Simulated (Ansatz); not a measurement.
Consider the cleavage of the B–Ge bond: `N[BH][GeH]([OH])[F]` + `[CH3][AlH][OH]` → `[CH3][AlH][O]BN` + `[OH][GeH2][F]`.

Program: Ansatz. Geometries: PBE0-D4/def2-TZVP. ΔE: electronic, gas phase. CCSD(T)/CBS is the MP2 limit (def2-TZVPP, def2-QZVPP) plus CCSD(T) − MP2 in def2-TZVPP, frozen cores. Functionals use def2-TZVPP. B3LYP here is the variant with VWN-RPA as its local correlation; programs differ in this. For Ge outer-core shells are correlated without core-valence functions, which leaves a few kJ/mol of doubt a bond. Scalar relativity is left out up to krypton. Each species was taken in one conformer, which may not be the lowest.

```tsv
level	ΔE (kJ/mol)	difference from CCSD(T)/CBS
PBE-D4	-96.8	9.7
r2SCAN-D4	-111.2	-4.7
PBE0-D4	-105.6	0.9
ωB97X-V	-110.7	-4.2
PBE	-98.5	8.0
r2SCAN	-111.5	-5.0
PBE0	-107.0	-0.5
B3LYP	-115.5	-9.0
HF/def2-TZVPP	-143.8	-37.3
MP2/def2-TZVPP	-111.7	-5.2
SCS-MP2/def2-TZVPP	-115.1	-8.6
CCSD/def2-TZVPP	-113.6	-7.1
MP2/def2-QZVPP	-110.9	-4.4
SCS-MP2/def2-QZVPP	-114.9	-8.4
HF/CBS(def2)	-146.8	-40.3
CCSD/CBS(def2)	-110.6	-4.1
CCSD(T)/CBS	-106.5	0
```

Largest T1 diagnostic among the species: 0.013.

From PBE to PBE0 (25 % exact exchange), in def2-TZVPP and without D4, ΔE moves by −8.5 kJ/mol. In def2-TZVPP, CCSD(T) changes the Hartree–Fock value by +34.2 kJ/mol (the triples alone add +4.1 kJ/mol) and MP2 by +32.1 kJ/mol.
